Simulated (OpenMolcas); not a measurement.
## Multiplet structure of neutral silicon

```
Program             : OpenMolcas
Method              : SS-CASPT2, IPEA 0.25 Eh, imaginary shift 0.1 Eh (closed shells correlated: 2s 2p)
Basis               : ANO-RCC-VTZP [5s4p2d1f]
Scalar Hamiltonian  : DKH2, point nucleus
Active space        : 4 electrons in 4 orbitals (3s 3p)
State averaging     : 2S+1 = 3 even, 3 roots; 2S+1 = 1 even, 6 roots; 2S+1 = 5 odd, 1 root; 2S+1 = 3 odd, 5 roots (0 in the spin-orbit step)
Spin-orbit coupling : state interaction with AMFI integrals over the reference wave functions, term energies averaged over their components
```

Spin-free terms above the lowest, with the occupations of the reference:

```
Configuration  Term  E (cm-1)      Occupations
      3s2 3p2    3P       0.0  3s 1.97 3p 2.03
      3s2 3p2    1D      5830  3s 1.97 3p 2.03
      3s2 3p2    1S     13690  3s 1.89 3p 2.11
       3s 3p3   5S*     29430  3s 1.00 3p 3.00
```

With spin-orbit coupling, above the lowest level:

```json
{"Configuration": "3s2 3p2", "Term": "3P", "J": "0", "E (cm-1)": "0.0", "Measured (cm-1)": "0.0", "g": "", "Term weight %": "100"}
{"Configuration": "3s2 3p2", "Term": "3P", "J": "1", "E (cm-1)": "67.0", "Measured (cm-1)": "77.1", "g": "1.501", "Term weight %": "100"}
{"Configuration": "3s2 3p2", "Term": "3P", "J": "2", "E (cm-1)": "195", "Measured (cm-1)": "223", "g": "1.501", "Term weight %": "100"}
{"Configuration": "3s2 3p2", "Term": "1D", "J": "2", "E (cm-1)": "5960", "Measured (cm-1)": "6299", "g": "1.000", "Term weight %": "100"}
{"Configuration": "3s2 3p2", "Term": "1S", "J": "0", "E (cm-1)": "13830", "Measured (cm-1)": "15394", "g": "", "Term weight %": "100"}
{"Configuration": "3s 3p3", "Term": "5S*", "J": "2", "E (cm-1)": "29560", "Measured (cm-1)": "33326", "g": "2.002", "Term weight %": "100"}
```

Against the 5 measured excited levels shown (NIST Handbook of Basic Atomic Spectroscopic Data) the mean absolute deviation is 1100 cm-1; the largest miss in energy is 3s 3p3 5S* 2: computed 29560, measured 33326 cm-1 (-11.3 %).

Spin-orbit coupling puts the lowest level 132 cm-1 below the lowest spin-free term.

For 3P the intervals divided by the larger J are 67.0, 63.8 cm-1. Landé's interval rule makes them equal in pure LS coupling; they differ by 5 % of their mean. The multiplet is regular.

CASPT2 breaks the degeneracy within a term, and the mean is taken; among the terms shown or strongly mixed into the levels shown the widest spread is 22 cm-1 (3s2 3p2 1D). Terms of s pⁿ other than that of highest spin mix with s² pⁿ⁻² d, which this space lacks; all of them can be thousands of cm-1 off, and some have no real level of that name. Computed and measured levels are paired by configuration, term and J; levels that our copy of the source lacks, or whose pairing is in doubt (as where it misses far off the trend of its configuration), stay unpaired and out of the deviations. Levels of configurations outside the active space are missing. The first state left out of the spin-orbit step lies near 54000 cm-1 above the lowest spin-free state of the reference (among the parities and spins computed), and the list stops at four fifths of that energy or lower.

The term weight is that of the spin-free term in the level, not the purity of its configuration. * marks odd parity.
